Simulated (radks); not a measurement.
Task: Coulomb parameter of the 4f shell of the holmium ion Ho3+ in the model configuration [Xe] 4f9 6s1, as a second difference U = [E(n + 0.25) + E(n - 0.25) - 2 E(n)] / (0.25)^2 with all orbitals relaxed. "Bare": the charge of the atom changes with n. "Screened": the 6s shell takes up the change at fixed total charge, which measures U(4f,4f) + U(6s,6s) - 2 U(4f,6s). All-electron calculation, Dirac Kohn-Sham, PBEsol, spin-unpolarised, spherical densities, point nucleus; open shells are shared between the two j in proportion to 2j + 1. Program: a radial shooting solver on a logarithmic mesh with Libxc functionals. Estimate both.

Result: U(bare) = 20.765 eV, U(screened by 6s) = 8.697 eV.
